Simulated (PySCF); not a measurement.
Electron correlation in Cu³⁺ (copper, charge +3)

[Ar] 3d8, high-spin 3F determinant. Computed with PySCF 2.14 in ANO-RCC-VTZP (6s5p3d2f1g, 59 functions), with the spin-free X2C one-electron Hamiltonian (Gaussian nucleus). Frozen: [Ne]; 16 electrons correlated.

| level | correlation energy (mhartree) |
| --- | --- |
| CCSD | -558.75 |
| (T) | -6.14 |
| CCSD(T) | -564.89 |

Diagnostics: T1 = 0.0057, D1 = 0.0110, largest double amplitude 0.017.

Question: Is a single reference adequate?

Answer: Yes: T1 lies below 0.03 and no double amplitude reaches 0.07.
